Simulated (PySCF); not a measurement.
Excitation energy of Ru⁺ by level of theory

Ru⁺ [Kr] 4d7 (4F) → Ru⁺ [Kr] 4d6 5p1 (high-spin determinant), as a difference of total energies. All numbers are calculated (PySCF 2.14, scalar relativity by spin-free X2C-1e, in aug-cc-pVTZ-DK (9s8p6d3f2g, 102 functions)). Correlated levels: valence: [Kr] frozen. The calculations carry no spin-orbit coupling.

```
           method  excitation energy (eV)
              UHF                   4.728
    MP2 (valence)                   5.715
SCS-MP2 (valence)                   6.106
   CCSD (valence)                   5.596
CCSD(T) (valence)                   5.638
```

Problem. How much does correlation contribute at CCSD(T) (valence)?

Solution. 5.638 − (4.728) = 0.910 eV, measured against UHF.

A first-order spin-orbit estimate (lowest level to lowest level, LS coupling) adds 0.125 eV.

The determinant of the upper state mixes LS terms, which raises its energy above the lowest term, most at the Hartree-Fock and MP2 levels.
